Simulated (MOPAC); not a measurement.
MOPAC input (PM6):

```
PM6 PRECISE GNORM=0.05 LET XYZ CHARGE=-1 GEO-OK AUX(PRECISION=9) THREADS=1
C2HF2

F     1.61414200 1   -0.75939700 1   -0.00912200 1
C     0.70663300 1    0.38027100 1   -0.03316300 1
C    -0.52663400 1   -0.12917800 1    0.01840300 1
F    -1.63954400 1    0.72176300 1    0.01129500 1
H    -0.85137100 1   -1.16785500 1    0.06900200 1
```

Output:

```
 *******************************************************************************
 **                                                                           **
 **                              MOPAC v23.2.5                                **
 **                                                                           **
 *******************************************************************************
 ** MOPAC's Digital Object Identifier: https://doi.org/10.5281/zenodo.6511958 **
 **                                                                           **
 ** Please cite the open-source release paper for use of this MOPAC version:  **
 ** J. E. Moussa and J. J. P. Stewart (2026)                                  **
 ** MOPAC: An open-source semiempirical molecular orbital program             **
 ** J. Open Source Softw., 11(119), 8025, https://doi.org/10.21105/joss.08025 **
 *******************************************************************************

                              PM6 CALCULATION RESULTS

 *******************************************************************************
 *  PM6        - The PM6 Hamiltonian to be used
 *  GEO-OK     - OVERRIDE INTERATOMIC DISTANCE AND OTHER SAFETY CHECKS
 *
 *
 *
 *                 CHARGE ON SYSTEM = -1
 *
 *
 *
 *  LET        - OVERRIDE SOME SAFETY CHECKS
 *  PRECISE    - TIGHTER CRITERIA TO BE USED
 *  XYZ        - CARTESIAN COORDINATE SYSTEM TO BE USED
 *  GNORM      - EXIT WHEN GRADIENT NORM DROPS BELOW 0.050
 *  AUX        - OUTPUT AUXILIARY INFORMATION
 *******************************************************************************
PM6 PRECISE GNORM=0.05 LET XYZ CHARGE=-1 GEO-OK AUX(PRECISION=9) THREADS=1
 C2HF2

   ATOM   CHEMICAL          X               Y               Z
  NUMBER   SYMBOL      (ANGSTROMS)     (ANGSTROMS)     (ANGSTROMS)

     1       F          1.61414200  *  -0.75939700  *  -0.00912200  *
     2       C          0.70663300  *   0.38027100  *  -0.03316300  *
     3       C         -0.52663400  *  -0.12917800  *   0.01840300  *
     4       F         -1.63954400  *   0.72176300  *   0.01129500  *
     5       H         -0.85137100  *  -1.16785500  *   0.06900200  *

          CARTESIAN COORDINATES

    NO.       ATOM           X           Y           Z

     1         F          1.6141     -0.7594     -0.0091
     2         C          0.7066      0.3803     -0.0332
     3         C         -0.5266     -0.1292      0.0184
     4         F         -1.6395      0.7218      0.0113
     5         H         -0.8514     -1.1679      0.0690

 General Reference for PM6:
 "Optimization of Parameters for Semiempirical Methods V: Modification of NDDO Approximations
 and Application to 70 Elements", J. J. P. Stewart, J. Mol. Mod., 13, 1173-1213 (2007)
 URL: https://link.springer.com/article/10.1007/s00894-007-0233-4

           Empirical Formula: C2 H F2  =     5 atoms

      MOLECULAR POINT GROUP   :   Cs

      RHF CALCULATION, NO. OF DOUBLY OCCUPIED LEVELS = 12

          Geometry optimization using EF

          DIAGONAL MATRIX USED AS START HESSIAN

 CYCLE:     1  GRAD.:    89.265 HEAT: -64.42371
 CYCLE:     2  GRAD.:   351.583 HEAT: -45.88920
 CYCLE:     3  GRAD.:   395.022 HEAT: -55.94863
 CYCLE:     4  GRAD.:   246.541 HEAT: -49.52011
 CYCLE:     5  GRAD.:   237.008 HEAT: -54.33674
 CYCLE:     6  GRAD.:   240.845 HEAT: -56.36734
 CYCLE:     7  GRAD.:   307.046 HEAT: -60.08096
 CYCLE:     8  GRAD.:   135.309 HEAT: -59.70320
 CYCLE:     9  GRAD.:   144.714 HEAT: -64.45003
 CYCLE:    10  GRAD.:    35.132 HEAT: -68.21329
 CYCLE:    11  GRAD.:    13.918 HEAT: -68.61333
 CYCLE:    12  GRAD.:     5.838 HEAT: -68.74230
 CYCLE:    13  GRAD.:     2.167 HEAT: -68.75225
 CYCLE:    14  GRAD.:     0.284 HEAT: -68.75402
 CYCLE:    15  GRAD.:     0.291 HEAT: -68.75427
 CYCLE:    16  GRAD.:     0.148 HEAT: -68.75441
 CYCLE:    17  GRAD.:     0.032 HEAT: -68.75442

     GRADIENT =  0.03152 IS LESS THAN CUTOFF =  0.05000

 -------------------------------------------------------------------------------
 PM6 PRECISE GNORM=0.05 LET XYZ CHARGE=-1 GEO-OK AUX(PRECISION=9) THREADS=1
 C2HF2

     GEOMETRY OPTIMISED USING EIGENVECTOR FOLLOWING (EF).
     SCF FIELD WAS ACHIEVED

                              PM6 CALCULATION
                                                       MOPAC v23.2.5 Linux

          FINAL HEAT OF FORMATION =        -68.75442 KCAL/MOL =    -287.66849 KJ/MOL

          COSMO AREA              =         86.43 SQUARE ANGSTROMS
          COSMO VOLUME            =         68.47 CUBIC ANGSTROMS

          GRADIENT NORM           =          0.03152          =       0.01410 PER ATOM
          IONIZATION POTENTIAL    =          3.003003 EV
          HOMO LUMO ENERGIES (EV) =         -3.003  8.164
          NO. OF FILLED LEVELS    =         12
          MOLECULAR WEIGHT        =         63.0267         POINT GROUP:  Cs

          MOLECULAR DIMENSIONS (Angstroms)

            Atom       Atom       Distance
            F     4    F     1     3.49985
            H     5    C     2     2.02057
            F     4    H     5     0.00000

          SCF CALCULATIONS        =         18

   ATOM   CHEMICAL          X               Y               Z
  NUMBER   SYMBOL      (ANGSTROMS)     (ANGSTROMS)     (ANGSTROMS)

     1       F          1.62918007  *  -0.67264440  *  -0.01304712  *
     2       C          0.68577708  *   0.30525952  *  -0.02957359  *
     3       C         -0.56898520  *  -0.18155261  *   0.02160169  *
     4       F         -1.57456643  *   0.73606002  *   0.00909141  *
     5       H         -0.98057086  *  -1.16682507  *   0.07217734  *

                             CARTESIAN COORDINATES

   1    F        1.629180073    -0.672644395    -0.013047125
   2    C        0.685777081     0.305259520    -0.029573592
   3    C       -0.568985203    -0.181552606     0.021601695
   4    F       -1.574566427     0.736060020     0.009091413
   5    H       -0.980570863    -1.166825068     0.072177340

           Empirical Formula: C2 H F2  =     5 atoms

      MOLECULAR POINT GROUP   :   Cs

                  EIGENVALUES
 -35.02715 -34.01098 -18.46363 -13.50308 -11.38686 -10.62593 -10.33840  -9.85044
  -8.83524  -8.21527  -3.33689  -3.00300   8.16436   8.96665  10.96968  11.88808
  12.74626

              NET ATOMIC CHARGES AND DIPOLE CONTRIBUTIONS

  ATOM NO.   TYPE          CHARGE      No. of ELECS.   s-Pop       p-Pop
    1          F          -0.361201        7.3612     1.96623     5.39497
    2          C          -0.074986        4.0750     1.54894     2.52605
    3          C          -0.412918        4.4129     1.14050     3.27242
    4          F          -0.247226        7.2472     1.96832     5.27891
    5          H           0.096330        0.9037     0.90367
 DIPOLE           X         Y         Z       TOTAL
 POINT-CHG.    -0.418     0.119     0.006     0.435
 HYBRID        -1.069    -1.704     0.096     2.014
 SUM           -1.487    -1.586     0.102     2.176

          ATOMIC ORBITAL ELECTRON POPULATIONS

     Atom    s        px        py        pz
    1  F   1.96623   1.70847   1.72499   1.96151
    2  C   1.54894   0.82790   1.06942   0.62873
    3  C   1.14050   0.94079   0.91066   1.42097
    4  F   1.96832   1.59989   1.68965   1.98937
    5  H   0.90367

 **********************
 *                    *
 * JOB ENDED NORMALLY *
 *                    *
 **********************

 == MOPAC DONE ==
```

The dipole moment of an ion depends on the origin.

The geometry given is a B3LYP-D3(BJ)/def2-TZVP minimum.
